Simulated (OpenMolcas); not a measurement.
## Cl IV: Slater's ratio, worked from levels

```
Program             : OpenMolcas
Basis               : ANO-RCC-VQZP [6s5p3d2f1g]
Scalar Hamiltonian  : DKH2, point nucleus
Active space        : 4 electrons in 8 orbitals (3s 3p 4s 4p)
State averaging     : 2S+1 = 3 even, 3 roots; 2S+1 = 1 even, 12 roots; 2S+1 = 5 odd, 1 root; 2S+1 = 3 odd, 9 roots; 2S+1 = 1 odd, 8 roots
Spin-orbit coupling : state interaction with AMFI integrals over the reference wave functions, term energies averaged over their components
```

Methods: CASSCF; MS-CASPT2, IPEA 0.25 Eh, imaginary shift 0.1 Eh (closed shells correlated: 2s 2p). Measured levels: Moore, Atomic Energy Levels, vol. I, NSRDS-NBS 35 (1971 reprint of NBS Circular 467, 1949).

**Slater's ratio.** With one set of orbitals, p2 has ¹D - ³P = 6 F2 and ¹S - ¹D = 9 F2 (F2 = F²/25), a ratio of 3/2. Term energies are centres of gravity, weighted by 2J + 1.

| Source | ¹D - ³P | ¹S - ³P | F2 from the first | Ratio |
| --- | --- | --- | --- | --- |
| CASSCF | 15890 | 29341 | 2648 | 0.847 |
| MS-CASPT2 | 12876 | 30716 | 2146 | 1.386 |
| measured | 12857 | 31641 | 2143 | 1.461 |

Energies in cm-1. A ratio away from 3/2 shows effects beyond one configuration with one set of orbitals, and in heavier atoms second-order spin-orbit shifts. In CASSCF the valence s occupation is 1.91 in ¹S against 1.97 in ¹D: mixing out of s² acts most on ¹S and pulls it down.

CASPT2 breaks the degeneracy within a term, and the mean is taken; among the terms shown or strongly mixed into the levels shown the widest spread is 96 cm-1 (3s² 3p² ¹D, MS-CASPT2). Over all roots computed the reference weight is 0.84 to 0.99 in MS-CASPT2; the roots of lowest weight are the least certain, and an intruder state may touch them. Active for correlation alone: 4p 4s; no level in the range computed is led by a configuration that fills them, so any true level of that kind is missing. Measured partners are found by configuration, term and J. A level has none where our copy of the source lacks it or the pairing is in doubt (some pairs that miss far off the trend of their configuration count as doubtful), and it then counts in no deviation. Levels of configurations outside the active space are missing.
